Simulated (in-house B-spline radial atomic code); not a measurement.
Results of a calculation; reference values are marked as such.
Making a Troullier-Martins d channel for Cu, r_c = 1.56 bohr

Cu, [Ar] 3d10 4s1, non-relativistic LDA (VWN5), spherical and spin-unpolarised, from a B-spline radial code for spherical atoms (atomic units). The all-electron 3d level is ε = -0.202272 hartree and its outer maximum at 0.60 bohr.

Inside r_c the pseudo-orbital is u(r) = r^3 exp(p(r)), with p = c0 + c2 r² + c4 r⁴ + … + c12 r¹². The seven coefficients follow from p and its first four derivatives at r_c, from zero curvature of the screened potential at the origin, c4 = −c2²/(2l + 5), and from the norm inside r_c. At r_c the all-electron orbital has P = 0.5065448, P' = -0.4148289, the screened potential V = -1.071258, V' = 1.639656, V'' = -3.765341, and the norm inside is Q = 0.8339167.

(1) What are p, p' and p'' at r_c?

For a trial c2 the five matching conditions are linear in c0, c6, c8, c10 and c12, and c2 is varied until the norm inside r_c equals Q. The root nearest zero gives:

```tsv
n	c_n
0	2.641589
2	-2.896868
4	-0.932427
6	1.744194
8	-0.855328
10	0.1889338
12	-0.01612179
```

(2) Check c4 and p(r_c), and find the screened pseudopotential at the origin.

Orbitals and screened potentials:

```json
{"r (bohr)": "0.156", "P": "0.2537", "u": "0.04963", "V all-electron": "-111.6", "V pseudo": "-20.43"}
{"r (bohr)": "0.39", "P": "0.8399", "u": "0.5274", "V all-electron": "-25.7", "V pseudo": "-18.98"}
{"r (bohr)": "0.624", "P": "0.9728", "u": "1.043", "V all-electron": "-9.864", "V pseudo": "-13.54"}
{"r (bohr)": "0.858", "P": "0.8805", "u": "1.028", "V all-electron": "-4.647", "V pseudo": "-6.064"}
{"r (bohr)": "1.092", "P": "0.7425", "u": "0.7887", "V all-electron": "-2.562", "V pseudo": "-1.613"}
{"r (bohr)": "1.326", "P": "0.6141", "u": "0.6168", "V all-electron": "-1.587", "V pseudo": "-1.009"}
{"r (bohr)": "1.56", "P": "0.5065", "u": "0.5065", "V all-electron": "-1.071", "V pseudo": "-1.071"}
```

Logarithmic derivatives P'/P at R = 1.86 bohr, for energies E around ε:

```tsv
E − ε (hartree)	all-electron	pseudo
-0.5	1.04079	1.07165
-0.25	0.556357	0.577341
-0.1	-0.0158503	-0.00782734
0	-0.796155	-0.796155
0.1	-2.94573	-2.87449
0.25	11.633	15.3915
0.5	2.67239	2.99797
```

Results:

(1) p = ln(P/r_c^3) = ln(0.5065448/3.79642) = -2.01420. p' = P'/P − 3/r_c = -0.81894 − 1.92308 = -2.74202. The radial equation gives p'' = 2(V − ε) − 2(3) p'/r_c − p'² = -1.73797 − (-10.54621) − 7.51865 = 1.28959. Differentiating, p''' = 2V' + 2(3)p'/r_c² − 2(3)p''/r_c − 2p'p'' = -1.3689, and p'''' = 2V'' − 4(3)p'/r_c³ + 4(3)p''/r_c² − 2(3)p'''/r_c − 2p''² − 2p'p''' = 1.9273.

(2) −c2²/9 = -0.932427, as listed. The terms c_n r_c^n are 2.64159, -7.04982, -5.52221, 25.13868, -30.00057, 16.12708, -3.34895, which sum to -2.01420. Inverting the radial equation, V_l(r) = ε + 3 p'/r + (p'' + p'²)/2, so V_l(0) = ε + (2l + 3) c2 = -0.202272 + 7 × (-2.89687) = -20.4803 hartree, finite where the all-electron potential diverges.
